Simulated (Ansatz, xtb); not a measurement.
Ranking isomers of ClGeH2ISi

4 gas-phase structures of ClGeH2ISi, found in a search over its isomers (lower ones may exist). Each was relaxed with GFN2-xTB:

A. `Cl[SiH2][Ge][I]`, a triplet
B. `Cl[SiH2][Ge][I]`, a singlet
C. a singlet given by its coordinates
D. a singlet given by its coordinates

D (Å):

```xyz
6

Cl    0.0284    0.3360    2.9512
Ge   -1.7400    1.7480    1.9319
I    -3.8458    0.9660    3.2062
Si   -1.0125   -0.4133    1.0811
H     0.1902   -0.5933    0.2567
H    -1.3419   -1.7651    1.5528
```

Close contacts (Å): Cl1–Ge2 2.48, Cl1–Si4 2.27, Ge2–I3 2.58, Ge2–Si4 2.43, Si4–H5 1.47, Si4–H6 1.47.

C (Å):

```xyz
6

Cl   -1.7952   -1.4203   -0.4728
Ge   -0.1227   -0.4439    0.5531
I    -1.2739    2.0586    1.1884
Si   -1.2373   -0.1365    2.7306
H    -2.6660   -0.1591    3.0740
H    -0.6607    0.5190    3.9158
```

Close contacts (Å): Cl1–Ge2 2.19, Ge2–I3 2.83, Ge2–Si4 2.47, I3–Si4 2.68, Si4–H5 1.47, Si4–H6 1.47.

**Question.** Which do you expect lowest at r2SCAN-D4/def2-SVP, and how would the others follow?

**Answer.** Calculated order at r2SCAN-D4/def2-SVP: B (0.0), D (1.6), C (4.4), A (91.3) kJ/mol. Less than 1 kcal/mol parts B and D; D and C, so the order within those pairs means little.

Energies above the lowest of each column, in kJ/mol; the last columns are at BLYP-D3(BJ)/def2-SVP geometries and were run for some of them only (a dash: not run or not comparable):

```json
{"structure": "B", "GFN2-xTB": "31.2", "HF/STO-3G": "0.0", "r2SCAN-D4/def2-SVP": "0.0", "BLYP-D3(BJ)/def2-SVP": "0.0", "CCSD(T)/def2-SVP + ΔMP2/def2-TZVPP": "0.0"}
{"structure": "D", "GFN2-xTB": "0.0", "HF/STO-3G": "23.3", "r2SCAN-D4/def2-SVP": "1.6", "BLYP-D3(BJ)/def2-SVP": "relaxes to B", "CCSD(T)/def2-SVP + ΔMP2/def2-TZVPP": "–"}
{"structure": "C", "GFN2-xTB": "7.5", "HF/STO-3G": "9.7", "r2SCAN-D4/def2-SVP": "4.4", "BLYP-D3(BJ)/def2-SVP": "2.4", "CCSD(T)/def2-SVP + ΔMP2/def2-TZVPP": "11.0"}
{"structure": "A", "GFN2-xTB": "–", "HF/STO-3G": "61.2", "r2SCAN-D4/def2-SVP": "91.3", "BLYP-D3(BJ)/def2-SVP": "–", "CCSD(T)/def2-SVP + ΔMP2/def2-TZVPP": "–"}
```

CCSD(T)/def2-SVP + ΔMP2/def2-TZVPP puts B lowest of those it was run on; GFN2-xTB picks D. Some further structures that were screened fall inside this span and aren't listed. Flexible structures stand in one conformer each, not always the lowest. Frequencies (BLYP-D3(BJ)/def2-SVP) were run for B, C alone. GFN2-xTB has no spin polarisation and isn't compared across spin states. Open shells are spin-unrestricted. Atoms past krypton carry core potentials in the def2 sets, without spin–orbit terms. ΔMP2 is the change of the MP2 energy from the smaller to the larger basis.

Programs: Ansatz 0.2.0, xtb 6.7.1.
